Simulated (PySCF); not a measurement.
Identify the unknown among the candidates.

All candidates are CH9NSi2.

* UV, strongest line: among the 10 lowest singlet transitions: S8 at 7.85 eV (158 nm, f = 0.086) [TDDFT wB97X-D/def2-SVPD]
* Triplet: lowest triplet excitation (Tamm–Dancoff): 5.35 eV [TDA wB97X-D/def2-SVPD]
* UV, first state: lowest singlet excitation: 5.66 eV (219 nm, f = 0.000) [TDDFT wB97X-D/def2-SVPD]
* XPS: Si2p3/2 106.3, Si2p3/2 106.5, C1s 291.7, N1s 404.4, Si1s 1846.0, Si1s 1846.4 eV [ΔSCF SCAN, pcX-2 on the ionised atom, pcseg-1 elsewhere, spin-free X2C, 2p3/2 from a spin–orbit splitting computed afterwards within the 2p shell]
* Rotational structure: rotational constants A, B, C: 6.563, 2.372, 1.885 GHz [PBE0-D3(BJ)/def2-SVP]
* NMR, other nuclei: isotropic shieldings of nuclei other than C and H, by class: 247 (1 N), 404 (1 Si), 469 (1 Si) ppm [GIAO KT3/pcSseg-2]
* 13C NMR: chemical shifts (computed TMS as zero) by class: 34.7 (1 C) ppm [GIAO KT3/pcSseg-2]

Gas-phase values; electronic properties from PySCF, density fitting. Levels stand in brackets. The structure is a single PBE0-D3(BJ)/def2-SVP conformer in the gas phase; no vibrational or solvent corrections. NMR values are class means; diastereotopic atoms form classes of their own.

**Question.** Which candidate is it?
A. `C[SiH2][SiH2]N`
B. `CN[SiH2][SiH3]`
C. `C[SiH2]N[SiH3]`

**Answer.** B. It is `CN[SiH2][SiH3]`. Numbering: `[CH3:1][NH:2][SiH2:3][SiH3:4]`. Its formula, CH9NSi2, gives 0 degrees of unsaturation, so no ring and no π bond. The one carbon: N-methyl carbon [C1] (34.7 ppm). The other shieldings belong to: 247 ppm, silicon-bound nitrogen [N2]; 404 ppm, SiH2 silicon [Si3]; 469 ppm, SiH3 silicon [Si4]. The core levels belong to: Si2p3/2 106.3 eV, SiH3 silicon [Si4]; Si2p3/2 106.5 eV, SiH2 silicon [Si3]; C1s 291.7 eV, N-methyl carbon [C1]; N1s 404.4 eV, silicon-bound nitrogen [N2]; Si1s 1846.0 eV, SiH3 silicon [Si4]; Si1s 1846.4 eV, SiH2 silicon [Si3]. The optimised geometry has point group C1 and is an asymmetric top.

The others, at the same levels:
- `C[SiH2]N[SiH3]` fails: its computed core binding energies are Si2p3/2 106.8, Si2p3/2 107.0, C1s 290.1, N1s 404.1, Si1s 1846.6, Si1s 1846.8 eV, lowest singlet excitation is 6.37 eV (195 nm, f = 0.007) (against 5.66 eV) and lowest triplet excitation (Tamm–Dancoff) is 6.10 eV (against 5.35 eV).
- `C[SiH2][SiH2]N` fails: its computed 13C shifts are -9.8 (1 C) ppm, core binding energies are Si2p3/2 106.1, Si2p3/2 106.5, C1s 290.2, N1s 404.6, Si1s 1845.8, Si1s 1846.3 eV and lowest singlet excitation is 6.03 eV (206 nm, f = 0.007) (against 5.66 eV).

Each candidate is one conformer, not necessarily the lowest. The conformers computed, where there is a choice (atom-mapped SMILES and torsion angles):
- `[CH3:1][NH:2][SiH2:3][SiH3:4]`: C1–N2–Si3–Si4 -53°
- `[CH3:1][SiH2:2][NH:3][SiH3:4]`: C1–Si2–N3–Si4 -119°
- `[CH3:1][SiH2:2][SiH2:3][NH2:4]`: C1–Si2–Si3–N4 -168°, H–N4–Si3–Si2 50°, H–N4–Si3–Si2 -171°
